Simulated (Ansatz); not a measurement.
Reactions of CdH₆O₂Si₂ (`[SiH3][O][Cd][O][SiH3]`).

Computed with Ansatz on PBE0-D4/def2-TZVP structures; ΔE is electronic, products minus reactants. CCSD(T)/CBS is the MP2 limit (def2-TZVPP, def2-QZVPP) plus CCSD(T) − MP2 in def2-TZVPP, frozen cores. This one scheme is used for every species. Functionals use def2-TZVPP. Elements past krypton have def2 core potentials. For Cd, Mg, Sc outer-core shells are correlated without core-valence functions, which leaves a few kJ/mol of doubt a bond. Scalar relativity is left out up to krypton. Each species was taken in one conformer, which may not be the lowest.

| reaction | CCSD(T)/CBS(def2) (eV) |
| --- | --- |
| `[SiH3][O][Cd][O][SiH3]` + `[F][Sc]([Cl])[Cl]` → `[SiH3][O][Cd][Cl]` + `[F][Sc]([Cl])[O][SiH3]` | -0.91 |
| `[SiH3][O][Cd][O][SiH3]` → `[OH][Cd][O][SiH3]` + `[SiH2]` | 3.53 |
| `[SiH3][O][Cd][O][SiH3]` + `COB(N)O` → `COB(N)O[SiH3]` + `[OH][Cd][O][SiH3]` | 0.16 |
| `[SiH3][O][Cd][O][SiH3]` + `OCS` → `OCS[SiH3]` + `[OH][Cd][O][SiH3]` | 0.45 |
| `[SiH3][O][Cd][O][SiH3]` + `OB(O)F` → `[OH][Cd][O][SiH3]` + `OB(F)O[SiH3]` | ? |
| `[SiH3][O][Cd][O][SiH3]` + `O[Si]S` → `[SiH3]O[Si]S` + `[OH][Cd][O][SiH3]` | 0.04 |
| `[SiH3][O][Cd][O][SiH3]` + `[SH][AlH][SH]` → `[SiH3][S][AlH][SH]` + `[OH][Cd][O][SiH3]` | ? |
| `[SiH3][O][Cd][O][SiH3]` + H₂O → `[OH][Cd][O][SiH3]` + silanol | ? |
| `[SiH3][O][Cd][O][SiH3]` + `[OH][Mg][N]([SiH3])[SiH3]` → `[SiH3][O][Mg][N]([SiH3])[SiH3]` + `[OH][Cd][O][SiH3]` | -0.21 |

(1) Fill in the missing values. (An estimate is asked.)

Largest T1 diagnostic: 0.016, for `[OH][Cd][O][SiH3]`.

Results:

(1) Computed: `[SiH3][O][Cd][O][SiH3]` + `OB(O)F` → `[OH][Cd][O][SiH3]` + `OB(F)O[SiH3]`: +0.17 eV; `[SiH3][O][Cd][O][SiH3]` + `[SH][AlH][SH]` → `[SiH3][S][AlH][SH]` + `[OH][Cd][O][SiH3]`: +0.44 eV; `[SiH3][O][Cd][O][SiH3]` + H₂O → `[OH][Cd][O][SiH3]` + silanol: +0.24 eV.
